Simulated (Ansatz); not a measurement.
# A ladder of methods for C2F6 (hexafluoroethane)

The species is C2F6 (8 atoms), meant as a singlet with charge 0. SMILES: `FC(F)(F)C(F)(F)F`. The shape was relaxed beforehand at PBE0/def2-SVP.

```xyz
8

F     1.0615   -0.7642    1.1513
C     0.6596   -0.3955   -0.0546
F     1.5912    0.3629   -0.6105
F     0.4746   -1.4735   -0.7999
C    -0.6596    0.3955    0.0546
F    -0.4733    1.4761    0.7958
F    -1.0641    0.7599   -1.1518
F    -1.5898   -0.3612    0.6151
```

Each level gives the dissociation energy of the F7–C5 bond into doublet F and doublet C2F5 (shapes relaxed at PBE0/def2-SVP, no zero-point term) (eV). The values are calculated.

```json
{"level": "HF/def2-SVP", "kind": "Hartree–Fock", "program": "Ansatz", "value (eV)": "3.79", "less CCSD(T)/def2-SVP": "-1.58", "CPU time (all runs)": "2.6 s"}
{"level": "SVWN5/def2-SVP", "kind": "LDA", "program": "Ansatz", "value (eV)": "6.92", "less CCSD(T)/def2-SVP": "+1.55", "CPU time (all runs)": "3.1 s"}
{"level": "PBE/def2-SVP", "kind": "GGA", "program": "Ansatz", "value (eV)": "5.78", "less CCSD(T)/def2-SVP": "+0.41", "CPU time (all runs)": "6.6 s"}
{"level": "PBE0-D4/def2-SVP", "kind": "global hybrid", "program": "Ansatz", "value (eV)": "5.56", "less CCSD(T)/def2-SVP": "+0.19", "CPU time (all runs)": "8.2 s"}
{"level": "wB97M-V/def2-SVP", "kind": "range-separated hybrid", "program": "Ansatz", "value (eV)": "5.81", "less CCSD(T)/def2-SVP": "+0.44", "CPU time (all runs)": "35 s"}
{"level": "B2PLYP/def2-SVP", "kind": "double hybrid", "program": "Ansatz", "value (eV)": "5.48", "less CCSD(T)/def2-SVP": "+0.11", "CPU time (all runs)": "12 s"}
{"level": "RPA@PBE/def2-SVP", "kind": "RPA", "program": "Ansatz", "value (eV)": "4.92", "less CCSD(T)/def2-SVP": "-0.45", "CPU time (all runs)": "10 s"}
{"level": "MP2/def2-SVP", "kind": "perturbation theory", "program": "Ansatz", "value (eV)": "5.66", "less CCSD(T)/def2-SVP": "+0.29", "CPU time (all runs)": "3.8 s"}
{"level": "CCSD(T)/def2-SVP", "kind": "coupled cluster or CI", "program": "Ansatz", "value (eV)": "5.37", "less CCSD(T)/def2-SVP": "0.00", "CPU time (all runs)": "2.5 min"}
```

CCSD(T)/def2-SVP is the highest level here, not the true value. The values span 3.79 to 6.92 eV. Hartree–Fock misses the correlation of the electron pair that is broken and comes out low. Measured bond enthalpies also hold zero-point and thermal terms, a few tenths of an eV less. CPU times are rough (shared hosts, several kinds of processor): they show what a rung costs within a factor of a few.
